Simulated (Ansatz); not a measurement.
A nudged elastic band was laid between two geometries of AlF2H3O (7 atoms, charge 0, multiplicity 1).

These are results of Ansatz, RKS PBE/STO-3G, not measurements.

```json
{
 "movable images": "7",
 "climbing image": "yes",
 "spring": "5.0 eV/Å²",
 "optimiser": "quadratic models (default)",
 "start path": "through a guess of the saddle point",
 "force threshold": "0.05 eV/Å",
 "iteration limit": "60",
 "end points": "relaxed"
}
```

First end point:

```xyz
7
Properties=species:S:1:pos:R:3
Al -0.438 -0.500 -0.368
H 0.058 -1.900 -0.116
F -1.421 -0.070 -1.614
F -0.918 0.386 1.104
H 1.689 0.324 0.330
O 0.899 0.805 -0.125
H 0.132 0.955 0.790
```

Last end point:

```xyz
7
Properties=species:S:1:pos:R:3
Al -1.083 0.430 -0.220
H 1.916 -1.627 -0.012
F -1.672 -0.107 -1.655
F -2.085 0.921 0.990
H 1.533 -0.976 -0.030
O 0.637 0.503 -0.019
H 0.754 0.856 0.945
```

What changes between the two ends?

Bonds broken: Al1–H2, H5–O6. Bonds formed: H2–H5. AlF2H3O becomes AlF2HO + H2.

Give the energies along the band, and the barrier.

The run converged. The highest image is number 4 of 0 to 8, 1.77 eV above the first end and 0.89 eV above the last; the last end lies 0.88 eV above the first. A vibrational analysis at the climbing image gives one clearly imaginary mode, 900i cm⁻¹: a first-order saddle point. The orbitals stay closed-shell, which can raise the energy where a bond breaks towards radicals; this wasn't checked here. Limits of this set-up: minimal basis.

| image | path coordinate (Å) | energy (eV) | Al1–H2 (Å) | H5–O6 (Å) | H2–H5 (Å) |
| --- | --- | --- | --- | --- | --- |
| 0 | 0.00 | 0.00 | 1.51 | 1.03 | 2.79 |
| 1 | 0.55 | 0.59 | 1.51 | 1.03 | 2.34 |
| 2 | 1.09 | 1.00 | 1.52 | 1.03 | 2.15 |
| 3 | 1.64 | 1.27 | 1.58 | 1.06 | 1.52 |
| 4 | 2.18 | 1.77 | 1.92 | 1.31 | 0.96 |
| 5 | 2.74 | 1.19 | 2.54 | 1.68 | 0.77 |
| 6 | 3.30 | 0.96 | 3.04 | 1.78 | 0.76 |
| 7 | 3.87 | 0.90 | 3.38 | 1.75 | 0.76 |
| 8 | 4.43 | 0.88 | 3.64 | 1.73 | 0.76 |

What is the geometry of the highest image?


```xyz
7
Properties=species:S:1:pos:R:3
Al -0.699 -0.052 -0.203
H 0.735 -1.298 0.051
F -1.391 -0.319 -1.665
F -1.613 0.005 1.160
H 1.131 -0.428 0.013
O 0.892 0.850 -0.155
H 0.946 1.242 0.800
```

What are the harmonic wavenumbers there?

900i, 173, 211, 288, 298, 647, 673, 907, 948, 1054, 1115, 1685, 1930, 2451, 3600 cm⁻¹.

Run time: 44 s on 1 thread of AMD EPYC 9R45 96-Core Processor (Zen 5), with other jobs on the host, peak memory 0.1 GiB.
